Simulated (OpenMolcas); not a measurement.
## Mn3+ in Cs2NaYBr6: curves along the breathing mode

Mn3+ with its 6 nearest bromide ions, on the Y site of Cs2NaYBr6 (a = 11.3047 Å, distance in the model lattice 2.765 Å). The rest of the host is ab initio model potentials to 7.6 Å, with orthogonalisation functions on the cations behind the ligands, and point charges beyond; the distance is set by hand and nothing relaxes. Ligand basis ANO-RCC-VDZP.

```yaml
Program: OpenMolcas
Method: CASSCF
Basis: ANO-RCC-VDZP [5s4p2d1f]
Scalar_Hamiltonian: DKH2, point nucleus
Active_space: 4 electrons in 5 orbitals (3d)
State_averaging: 2S+1 = 5 even, 5 roots; 2S+1 = 3 even, 45 roots; 2S+1 = 1 even, 50 roots
Spin-orbit_coupling: RASSI with atomic mean-field integrals over the reference wave functions
```

Spin-free energies (labels of O, the rotations of Oh) in cm-1 above the lowest fitted minimum, as all ligands move together:

| R (Å) | 5E | 5T2 | 3T1 | 3E | 3T1(2) | 3T2 | 3A2 |
| --- | --- | --- | --- | --- | --- | --- | --- |
| 2.455 | 3930 | 16720 | 17650 | 24560 | 27120 | 27860 | 29650 |
| 2.571 | -10 | 10430 | 15950 | 21000 | 23540 | 24150 | 25850 |
| 2.629 | 880 | 10400 | 17710 | 22040 | 24580 | 25120 | 26800 |
| 2.686 | 3280 | 12030 | 20830 | 24550 | 27100 | 27570 | 29230 |
| 2.744 | 7060 | 15130 | 25230 | 28420 | 30990 | 31380 | 33040 |
| 2.802 | 12050 | 19550 | 30750 | 33470 | 36070 | 36390 | 38050 |

Cubic fits give the following; the wavenumber is harmonic, with the mass of all moving ligands, small differences in it between states hang on the degree of the fit, a number in brackets counts states of one label, and the table is a selection of at most 14 states with clean curves.

| State | R0 (Å) | Breathing mode (cm-1) | Minimum (cm-1) |
| --- | --- | --- | --- |
| 5E | 2.571 | 195 | 0 |
| 5T2 | 2.602 | 196 | 10180 |
| 3T1 | 2.539 | 192 | 15700 |
| 3E | 2.566 | 194 | 21010 |
| 3T1(2) | 2.566 | 194 | 23550 |
| 3T2 | 2.568 | 194 | 24160 |
| 3A2 | 2.569 | 194 | 25860 |
| 3A1 | 2.565 | 194 | 26520 |
| 1T2 | 2.539 | 192 | 27140 |
| 3E(2) | 2.569 | 193 | 29100 |
| 1E | 2.544 | 191 | 27820 |
| 3T1(3) | 2.595 | 196 | 30550 |
| 3T2(2) | 2.593 | 196 | 31570 |
| 3T1(4) | 2.585 | 195 | 32120 |

The minimum of 5T2 is shifted by +0.0304 Å against 5E (from the unrounded fits). With M = 479.4 u for the moving shell, the Huang-Rhys factor in this mode is S = M ω ΔR² / 2ħ = 0.01483 × 479.4 × 195 × 0.0304² = 1.28. Only the first shell moves, against a rigid host.

An orbital doublet at a regular site is open to a Jahn-Teller distortion, which this geometry leaves out. Without dynamic correlation the repulsion within the d shell is too large (B by tens of per cent), so at a given field states of lower spin stand too high. Ligand-to-metal charge-transfer states are missing. This ion would oxidise such ligands; the complex is a model and need not exist. With no ligand orbital active B as a rule stays too high, so bands that hang on it stand too high and its fall with covalency is understated. With metal d orbitals alone and no dynamic correlation the field as a rule comes out too small, by tens of per cent, by up to half for chloride and softer ligands. This shell can be high or low spin here, a state of another spin lies low, and with metal d orbitals alone active their balance is uncertain, so the ground spin may be wrong (holds for R = 2.455). No measured value stands beside these numbers.
